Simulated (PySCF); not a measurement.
Predicted microwave data (PySCF, PBE0-D3(BJ)/def2-SVP geometry optimisation, gas phase) for one isomer of C5H5BO:

| Property | Result |
| --- | --- |
| Rotational constants | A = 31374, B = 803.8, C = 787.6 MHz |
| Dipole components | \|μa\| = 1.18 D, \|μb\| = 0.08 D, \|μc\| = 0.00 D |
| Inertial defect | -3.21 u·Å² |
| κ | -1.00 |

Task: Which candidate fits, each taken in the one conformer that was computed?
A. `[O:1]=[CH:2][C:3]1=[CH:4][CH:5]=[CH:6][BH:7]1` with O1–C2–C3–C4 180°
B. `[CH:1]#[C:2][C:3]#[C:4][BH:5][O:6][CH3:7]` with C4–B5–O6–C7 179°

Result: B. It is C#CC#CBOC, a near-prolate asymmetric top, point group Cs. The candidates at the same level (rigid rotor, commonest isotopes):

| SMILES | A (MHz) | B (MHz) | C (MHz) | μa (D) | μb (D) | μc (D) | Δ (u·Å²) | point group | rotor |
| --- | --- | --- | --- | --- | --- | --- | --- | --- | --- |
| C#CC#CBOC | 31374 | 803.8 | 787.6 | 1.18 | 0.08 | 0.00 | -3.21 | Cs | near-prolate asymmetric top |
| O=CC1=CC=CB1 | 7865 | 1853 | 1500 | 3.53 | 2.10 | 0.00 | 0.00 | Cs | asymmetric top |

`O=CC1=CC=CB1` has B 131 % too high. In the right answer the mirror of this Cs structure is the ab plane, so μc vanishes by symmetry (the 0.02 D computed is a residue). No structure here is proved a minimum.
